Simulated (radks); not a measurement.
Results of a calculation; reference values are marked as such.
Problem. All-electron atom: Os+ in [Xe] 4f14 5d6 6s1. Code: a radial shooting solver on a logarithmic mesh with Libxc functionals. Model: non-relativistic Kohn-Sham, LDA (Slater exchange, Perdew-Wang correlation), spin-polarised, spherical densities, point nucleus; open shells are filled with parallel spins first (spin-orbit coupling, left out, can overturn this in heavy ions); relativity is left out, which matters for an element this heavy. Some entries of the table are withheld. Estimate them.

orbital  occ.  eigenvalue (eV)  <1/r> (bohr^-1)
1s up       1        -67361.99            75.41
1s down     1        -67361.97            75.41
2s up       1        -11151.07            17.71
2s down     1        -11150.82            17.71
2p up       3        -10705.64            17.75
2p down     3        -10705.44            17.75
3s up       1        -2578.860            6.829
3s down     1        -2578.732            6.829
3p up       3        -2370.304            6.784
3p down     3        -2370.176            6.785
3d up       5        -1980.118            6.713
3d down     5        -1979.940            6.713
4s up       1        -534.2974            2.961
4s down     1        -534.0534            2.961
4p up       3        -446.0621            2.872
4p down     3        -445.8030            2.872
4d up       5        -284.3522            2.681
4d down     5        -284.0439            2.682
5s up       1         -82.8180            1.193
5s down     1         -80.7585            1.200
4f up       7         -70.6802            2.286
4f down     7         -70.2268            2.291
5p up       3         -56.2209            1.078
5p down     3         -53.9628            1.085
5d up       5         -16.4663           0.7656
5d down     1         -13.9255           0.7638
6s up       1              (1)           0.4180
6s down     0              (2)           0.3976

Solution. 
(1) 6s up eigenvalue (eV): -12.2507
(2) 6s down eigenvalue (eV): -10.4461
